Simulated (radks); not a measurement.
Numerical settings for the selenium ion Se2+, [Ar] 3d10 4s2 4p2. All-electron calculation, Dirac Kohn-Sham, PBE, spin-unpolarised, spherical densities, point nucleus; open shells are shared between the two j in proportion to 2j + 1. Program: a radial shooting solver on a logarithmic mesh with Libxc functionals. The defaults (mesh step 0.008 in ln r, mesh end at 40 bohr or more with all orbitals vanishing there, Anderson mixing 0.5 over 9 steps, residual threshold near 1e-9 with the energy settled to 1e-9 hartree or 1e-11 of itself, here a cap of 67 iterations) give E = -2428.9644 hartree and 4p3/2 at -25.294 eV in 15 iterations. Run on one thread of a shared host, so times are rough (Arm Neoverse N1): 0.15 s of CPU time, 0.15 s wall, 15 iterations on 2486 mesh points. Changes against that run (0 stands for a change within the tolerance of the run):

setting                    iterations         converged  E (mhartree)  e(4p3/2) (meV)  CPU (s)
mesh step in ln r 0.2               2                no      diverged               -     0.01
mesh step in ln r 0.03             15               yes     +0.000229               0     0.06
mesh step in ln r 0.003            15               yes             0               0     0.37
mesh end (bohr) 2                  14  level above zero     +5.34e+03       +5.29e+04     0.11
mesh end (bohr) 8                  15               yes      +0.00977          +0.673     0.14
residual threshold 0.01            10               yes             0         -0.0669     0.12
residual threshold 0.001           10               yes             0         -0.0669     0.12
mixing 2.5                         14               yes             0               0     0.15
linear mixing, mixing 0.5          30               yes             0               0     0.23
linear mixing, mixing 0.8          67                no             0               0     0.51
mixing history 20                  22               yes             0               0      0.2
iteration cap 2                     2                no     +1.47e+03       -1.69e+04     0.03

Settled on a wrong energy, with an occupied level pushed above zero by the early mesh end: mesh end (bohr) 2 (+5.34 hartree). Apart from these: no run marked as converged misses the energy by more than 1 mhartree. A mesh that ends early acts as a hard wall.
